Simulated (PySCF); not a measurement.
Selenium: a sound run and one with changed settings

Sound run: Se²⁺ [Ar] 3d10 4s2 4p2, Se³⁺ [Ar] 3d10 4s2 4p1. Calculation: PySCF 2.14, in x2c-TZVPall (6s5p4d1f, 48 functions); scalar relativity by spin-free X2C-1e. The sound run starts from symmetry-adapted Hartree-Fock orbitals and uses a fine grid where one is needed.

Changed run: initial guess sap, at most 50 SCF cycles, level shift 10.0 hartree.

```
species  method  sound run (hartree)  changed run (hartree)  converged
   Se²⁺     UHF          -2426.98624            -2426.98623         no
   Se²⁺  r2SCAN          -2428.64001            -2428.63998         no
   Se²⁺    MN15          -2430.15660            -2430.15657         no
   Se³⁺     UHF          -2425.84731            -2425.84731         no
   Se³⁺  r2SCAN          -2427.47045            -2427.47045         no
   Se³⁺    MN15          -2428.98997            -2428.98997         no
```

A level shift slows the SCF but leaves a converged energy unchanged.
